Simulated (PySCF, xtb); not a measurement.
C4H4ClF, SMILES Cl/C=C\C(=C)F.

GFN2-xTB (xtb) at its own geometry gives an orbital gap of 3.31 eV and a dipole moment of 2.78 D.

The structure is a stationary point at B3LYP-D3(BJ)/def2-SVP. The structure was generated by enumeration; whether it is a known compound was not checked. Other conformers were not sampled.

**Question.** What does M06-2X/def2-TZVP (PySCF) give? (An estimate is asked for; the answer gives what the named calculation found.)

**Answer.** gap 7.46 eV (levels -8.03 and -0.58 eV), dipole 2.54 D.
